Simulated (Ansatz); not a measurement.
**Ligand exchange: GeH3F + CHCl2I → GeH3I + CHCl2F**

Gas-phase species: GeH3F (fluorogermane) `[F][GeH3]`, singlet; CHCl2I (dichloroiodomethane) `ClC(Cl)I`, singlet; GeH3I `[GeH3][I]`, singlet; CHCl2F (dichlorofluoromethane) `FC(Cl)Cl`, singlet. The partners trade F for I: Ge–F and C–I bonds give way to Ge–I and C–F.

Shapes, held fixed at every level: PBE0-D4/def2-TZVP. Programs: Ansatz 0.2.0. The zero-point and thermal change to 298 K, harmonic and unscaled (PBE0-D4/def2-TZVP), is +2.4 kJ/mol.

```tsv
level	kind	ΔH(298 K) (kJ/mol)	less CCSD(T)/def2-TZVPP
HF/def2-TZVPP	Hartree–Fock	-40.8	-23.3
B3LYP-D4/def2-TZVPP	global hybrid	-21.3	-3.8
wB97M-V/def2-TZVPP	range-separated hybrid	-27.3	-9.8
wB97X-V/def2-TZVPP	range-separated hybrid	-27.2	-9.7
B2PLYP/def2-TZVPP	double hybrid	-19.4	-1.9
MP2/def2-TZVPP	perturbation theory	-8.1	+9.4
CCSD/def2-SVP	coupled cluster or CI	-40.0	-22.5
CCSD(T)/def2-TZVPP	coupled cluster or CI	-17.5	0.0
```

The highest level, CCSD(T)/def2-TZVPP, gives ΔH(298 K) = -17.5 kJ/mol; the levels span -40.8 to -8.1. The column of differences is taken from that level and isn't an error. No measured value is set beside it here. For atoms past krypton def2 sets carry core potentials with scalar relativity. Relativity is left out for Ge. Outer-core shells of Ge, I are correlated, in sets that cover them unevenly.
